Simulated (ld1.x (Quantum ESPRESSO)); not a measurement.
**Te, RRKJ: configuration errors across variants**

| Quantity | Value |
| --- | --- |
| Element | Te |
| Generator | ld1.x (Quantum ESPRESSO) 7.5 |
| Type | norm-conserving RRKJ (Kleinman–Bylander form) |
| Functional | PW91 |
| Relativity | fully relativistic |
| Frozen core | [Kr] |
| Valence charge | 16 |
| Reference configuration | 4d10 5s2 5p4 |
| Partial waves | 5s (bound): rc 1.55 bohr; 5p (bound): rc 1.80 bohr; 4d (bound): rc 1.40 bohr |
| Local potential | all-electron potential smoothed inside 1.50 bohr (lloc = -1) |
| Core correction | a·sin(br)/r model core inside 1.00 bohr |

Open shells are filled in proportion to 2j + 1 (rel_dist='average').

All-electron excitation energies from the reference (eV): (1) 4d10 5s2 5p3 9.806; (2) 4d10 5s2 5p2 27.830; (3) 4d10 5s2 5p1 54.853; (4) 4d10 5s2 5p3.5 3.934; (5) 4d10 5s1 5p5 9.246; (6) 4d10 5s1 5p4 19.637; (7) 4d10 5s0 5p6 18.685.

A true bound ghost makes a file unfit for plane-wave use even where its test errors are small: the radial tests pick states by their node count and pass the ghost by.

Errors AE − PS in meV (a dash: test not solved or not reliable):

| change | (1) | (2) | (3) | (4) | (5) | (6) | (7) | bound ghosts |
| --- | --- | --- | --- | --- | --- | --- | --- | --- |
| base | +8.7 | +40 | +79 | +2.0 | +2.6 | +31 | +16 | s |
| core correction none | +8.9 | +42 | +87 | +2.0 | +4.4 | +34 | +24 | s |
| core correction a·sin(br)/r model core inside 0.56 bohr | +8.7 | +40 | +78 | +2.0 | +2.7 | +31 | +16 | s |
| core correction a·sin(br)/r model core inside 0.78 bohr | +8.7 | +40 | +79 | +2.0 | +2.6 | +31 | +16 | s |
| core correction a·sin(br)/r model core inside 0.94 bohr | +8.7 | +40 | +79 | +2.0 | +2.6 | +31 | +16 | s |
| core correction a·sin(br)/r model core inside 1.34 bohr | +8.7 | +40 | +79 | +2.0 | +2.9 | +32 | +16 | s |
| core correction a·sin(br)/r model core inside 1.44 bohr | +8.7 | +40 | +80 | +2.0 | +3.0 | +32 | +17 | s |
| core correction a·sin(br)/r model core inside 1.62 bohr | +8.8 | +41 | +81 | +2.0 | +3.1 | +32 | +18 | s |

Problem. Give the same row for: core correction a·sin(br)/r model core inside 1.14 bohr.

Solution. +8.7, +40, +79, +2.0, +2.7, +31, +16; bound ghosts: s.
